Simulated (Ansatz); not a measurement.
Calculation: frozen-core CCSD(T)/cc-pVDZ // PBE0-D3(BJ)/def2-SVP (Ansatz, a quantum-chemistry and plane-wave program). The restricted HF reference is unstable towards unrestricted orbitals.

Ansatz 0.2 input:
```yaml
crystal:
  periodic: [false, false, false]
  atoms:
    - { symbol: C, position_ang: [-3.63654, -0.043422, 0.316141] }
    - { symbol: C, position_ang: [-2.649751, -0.318904, -0.544485] }
    - { symbol: C, position_ang: [-1.208371, -0.168495, -0.313032] }
    - { symbol: C, position_ang: [-0.310432, -0.521672, -1.331648] }
    - { symbol: C, position_ang: [1.064254, -0.395094, -1.152565] }
    - { symbol: C, position_ang: [1.602801, 0.088282, 0.04687] }
    - { symbol: Si, position_ang: [3.449264, 0.276195, 0.337108] }
    - { symbol: C, position_ang: [0.686162, 0.432853, 1.043154] }
    - { symbol: F, position_ang: [1.1637, 0.898428, 2.203145] }
    - { symbol: C, position_ang: [-0.683694, 0.318234, 0.894503] }
    - { symbol: H, position_ang: [-3.448767, 0.338684, 1.323459] }
    - { symbol: H, position_ang: [-4.681269, -0.195464, 0.036653] }
    - { symbol: H, position_ang: [-2.915503, -0.701642, -1.536137] }
    - { symbol: H, position_ang: [-0.701286, -0.902092, -2.278451] }
    - { symbol: H, position_ang: [1.736956, -0.67941, -1.966273] }
    - { symbol: H, position_ang: [3.905555, -0.573871, 1.47699] }
    - { symbol: H, position_ang: [3.808538, 1.695676, 0.629859] }
    - { symbol: H, position_ang: [4.144169, -0.160354, -0.911294] }
    - { symbol: H, position_ang: [-1.325786, 0.612064, 1.726002] }
basis:
  gaussian: { orbitals: cc-pVDZ }
correlation:
  method: ccsd_t
```

Output:

```
Functional definition: HF
1754 factors; integrals over basis functions are off by at most 1.1e-3 eV
mean field evaluation 1: about -18949.1755 eV, gradient 3.8e1 eV
mean field evaluation 2: about -18949.6292 eV, gradient 3.8e1 eV
mean field evaluation 4: about -18954.2933 eV, gradient 5.5e0 eV
mean field evaluation 8: about -18954.3875 eV, gradient 3.9e-4 eV
mean field evaluation 16: about -18953.9229 eV, gradient 2.6e-1 eV
mean field -18954.38752110 eV, -696.5608936552 hartree, gradient 5.8e-6 eV, S^2 0.000000; 0 other end points of the search recorded, 0 dependent functions left out; unrestricted orbitals would lower it
14 core orbitals not correlated
reference -18954.38752110 eV, -696.5608936552 hartree; 26, 26 occupied and 149, 149 virtual orbitals, 1754 factors
second order -36.11964182 eV of doubles, -0.00000000 eV of singles
cycle   1  -36.67401210 eV  change   -5.5e-1 eV  update   1.5e-1
cycle   2  -37.74504875 eV  change    -1.1e0 eV  update   4.9e-2
cycle   3  -38.00212610 eV  change   -2.6e-1 eV  update   2.3e-2
cycle   4  -38.00183025 eV  change    3.0e-4 eV  update   6.8e-3
cycle   5  -38.00243277 eV  change   -6.0e-4 eV  update   3.1e-3
cycle   6  -38.00356965 eV  change   -1.1e-3 eV  update   8.7e-4
cycle   7  -38.00331554 eV  change    2.5e-4 eV  update   3.4e-4
cycle   8  -38.00328855 eV  change    2.7e-5 eV  update   1.3e-4
cycle   9  -38.00332413 eV  change   -3.6e-5 eV  update   5.7e-5
perturbative correction -1.53676210 eV, -0.0564749654 hartree
Total energy: -18993.92760733 eV, -698.0139650227 hartree
```

Cost: very roughly 9 core-minutes.
